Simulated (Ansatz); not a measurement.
C$_{3}$H$_{10}$OSi (`CC([SiH3])CO`) from Hartree–Fock to CCSD(T)

Cartesian coordinates in Å:
```
C -0.162 -0.672 -1.382
C -0.008 -0.415 0.115
Si 1.782 -0.029 0.556
C -0.938 0.678 0.601
O -2.275 0.268 0.381
H 0.466 -1.502 -1.714
H 0.122 0.211 -1.964
H -1.199 -0.911 -1.627
H -0.269 -1.330 0.664
H 1.947 0.161 2.024
H 2.227 1.217 -0.130
H 2.660 -1.146 0.117
H -0.768 0.872 1.670
H -0.724 1.610 0.056
H -2.861 0.986 0.631
```

Charge 0, multiplicity 1. All single points use the PBE0-D4/def2-TZVP geometry. It is one conformer, not always the lowest. Frozen core, restricted reference, Ansatz 0.2.0. CBS rows extrapolate triple and quadruple zeta; past MP2 they add the triple-zeta difference.

| basis | HF (Eh) | MP2 corr. | CCSD corr. | (T) | CCSD(T) total |
| --- | --- | --- | --- | --- | --- |
| def2-TZVPP | -483.29788 | -0.90050 | ? | ? | ? |
| def2-QZVPP | ? | ? | – | – | – |
| CBS(def2) | -483.31873 | -1.00838 | -1.06490 | as TZ | -484.41927 |

Fill in the withheld values. (Best estimate.)

Ansatz gave: def2-TZVPP CCSD corr.: -0.95701; def2-TZVPP (T): -0.03564; def2-TZVPP CCSD(T) total: -484.29053; def2-QZVPP HF (Eh): -483.31621; def2-QZVPP MP2 corr.: -0.96248.
